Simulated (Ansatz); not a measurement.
One change: `[Cl][W]([Cl])([Cl])([Cl])([Cl])[Cl]` becomes `[OH][W]([Cl])([Cl])([Cl])([Cl])[Cl]`.

Ansatz, PBE0-D4/def2-TZVP geometries, multiplicity 1. Each molecule was computed in one conformer, which needn't be the lowest.

Elements past krypton have def2 core potentials.

```tsv
property	`[Cl][W]([Cl])([Cl])([Cl])([Cl])[Cl]`
HOMO–LUMO gap (B3LYP/def2-TZVPP) / eV	3.60
size of the dipole moment (ωB97M-V/def2-TZVPP) / D	0.00
HOMO energy (B3LYP/def2-TZVPP) / eV	-8.87
zero-point energy (PBE0-D4/def2-TZVP) / kJ/mol	21.4
size of the dipole moment (PBE/def2-TZVPP) / D	0.00
LUMO energy (PBE0/def2-TZVPP) / eV	-5.14
```

Problem. What does the change do to each property? (An estimate is asked.)

Solution. Ansatz gave: 
| property | `[OH][W]([Cl])([Cl])([Cl])([Cl])[Cl]` | shift |
| --- | --- | --- |
| HOMO–LUMO gap (B3LYP/def2-TZVPP) / eV | 3.53 | -0.07 |
| size of the dipole moment (ωB97M-V/def2-TZVPP) / D | 2.11 | 2.11 |
| HOMO energy (B3LYP/def2-TZVPP) / eV | -8.63 | 0.24 |
| zero-point energy (PBE0-D4/def2-TZVP) / kJ/mol | 52.6 | 31.2 |
| size of the dipole moment (PBE/def2-TZVPP) / D | 2.02 | 2.02 |
| LUMO energy (PBE0/def2-TZVPP) / eV | -4.97 | 0.17 |

With PBE0 the HOMO rises by 0.24 eV and the LUMO rises by 0.17 eV, so the gap narrows by about 0.07 eV. PBE moves the HOMO by 0.24 eV and ωB97M-V by 0.25 eV. The zero-point energy changes by 31.2 kJ/mol with +3 modes.

B3LYP here is the variant with VWN-RPA as its local correlation; programs differ in this.
